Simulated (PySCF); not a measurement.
Job for PySCF: R-B3LYP/LANL2DZ on CH7GeNO (a complex), monomers drawn apart or pushed together.

```python
from pyscf import gto, scf, dft, mp
from pyscf.data.elements import chemcore

mol = gto.M(
    atom='''
    Ge   -0.15182131   -0.51402076   -0.00192693
    H    -1.49489666    0.14345315    0.32297864
    H     0.05049723   -0.53408449   -1.53086324
    H    -0.07597583   -1.94448337    0.53690278
    H     0.99626272    0.32648531    0.59237580
    N     1.21521208    0.71301016    4.15244415
    C     0.09135693    0.03258486    4.47661389
    O    -0.65610678   -0.49272948    3.68043552
    H     1.47395733    0.80694746    3.18264135
    H     1.79441488    1.12774194    4.86048042
    H    -0.08632418   -0.00054990    5.56663905
    ''',
    basis='lanl2dz',
    ecp={'Ge': 'lanl2dz'},
    charge=0, spin=0, verbose=3, max_memory=1800)
mf = dft.RKS(mol, xc='b3lyp')
mf.conv_tol = 1e-8
mf.max_cycle = 100
mf.kernel()
if not mf.converged:
    mf = mf.newton().run(mf.mo_coeff, mf.mo_occ)
```

Output:

```
converged SCF energy = -176.018132783787
```

The run converged.

Cost: roughly 8 core-seconds.
